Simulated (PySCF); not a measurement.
C2H6BNO, SMILES C1CB(N)O1. Atoms are numbered in the order given.

```xyz
11

N      0.0490    -1.9167     0.0000
B      0.0449    -0.5209     0.0000
C      1.0981     0.6706     0.0000
C     -0.2209     1.4628     0.0000
O     -1.0700     0.2983     0.0000
H      0.8965    -2.4639     0.0000
H     -0.8050    -2.4583     0.0000
H      1.7208     0.7993    -0.8965
H      1.7208     0.7993     0.8965
H     -0.4020     2.0791    -0.8965
H     -0.4020     2.0791     0.8965
```

Geometry: PBE0-D3(BJ)/def2-SVP. This is a generated structure with no PubChem entry under its InChIKey; it may be hypothetical. Other conformers were not sampled.

Calculation: KT2/pcSseg-1 (PySCF).

GIAO shieldings, no solvent; atoms listed in one row are averaged. δ = σ(ref) − σ: ¹⁵N against NH3 (σ = 266.2 ppm); ¹¹B against BF3 (σ = 89.8 ppm); ¹³C against TMS (σ = 185.1 ppm); ¹⁷O against H2O (σ = 330.4 ppm); ¹H against TMS (σ = 31.47 ppm), references at their B3LYP-D3(BJ)/def2-TZVP geometries, non-relativistic.

Task: Estimate the chemical shifts. (An estimate is asked for; the answer gives what the named calculation found.)

Result: 
```tsv
nucleus	atoms	count	δ (ppm)
¹⁵N	N1	1	70.2
¹¹B	B2	1	20.3
¹³C	C4	1	71.3
¹³C	C3	1	15.4
¹⁷O	O5	1	179.1
¹H	H10, H11	2	4.74
¹H	H7	1	2.95
¹H	H6	1	2.67
¹H	H8, H9	2	1.79
```
